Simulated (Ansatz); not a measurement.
Start from `C[SiH]([SiH3])I` and change one atom or group to get `C[SiH]([SiH3])[S][AlH2]`.

Ansatz, PBE0-D4/def2-TZVP geometries, multiplicity 1. Each molecule was computed in one conformer, which needn't be the lowest.

Elements past krypton have def2 core potentials.

| property | `C[SiH]([SiH3])I` |
| --- | --- |
| size of the dipole moment (B3LYP/def2-TZVPP) / D | 1.86 |
| HOMO energy (PBE0/def2-TZVPP) / eV | -7.35 |
| size of the dipole moment (PBE/def2-TZVPP) / D | 1.78 |
| HOMO–LUMO gap (ωB97M-V/def2-TZVPP) / eV | 10.42 |
| HOMO–LUMO gap (B3LYP/def2-TZVPP) / eV | 6.19 |
| LUMO energy (PBE/def2-TZVPP) / eV | -1.59 |

Give the same properties after the change, and the shifts. (Best estimate.)

Ansatz gave: 
| property | `C[SiH]([SiH3])[S][AlH2]` | shift |
| --- | --- | --- |
| size of the dipole moment (B3LYP/def2-TZVPP) / D | 2.38 | 0.52 |
| HOMO energy (PBE0/def2-TZVPP) / eV | -7.10 | 0.25 |
| size of the dipole moment (PBE/def2-TZVPP) / D | 2.36 | 0.58 |
| HOMO–LUMO gap (ωB97M-V/def2-TZVPP) / eV | 10.05 | -0.37 |
| HOMO–LUMO gap (B3LYP/def2-TZVPP) / eV | 5.91 | -0.28 |
| LUMO energy (PBE/def2-TZVPP) / eV | -1.62 | -0.03 |

With PBE0 the HOMO rises by 0.25 eV and the LUMO falls by 0.06 eV, so the gap narrows by about 0.31 eV. PBE moves the HOMO by 0.29 eV and ωB97M-V by 0.23 eV. Dipoles are sizes alone; their direction can turn.

B3LYP here is the variant with VWN-RPA as its local correlation; programs differ in this.

Spin–orbit coupling is left out; it splits and shifts lone-pair levels of the heavy atoms by tenths of an eV.
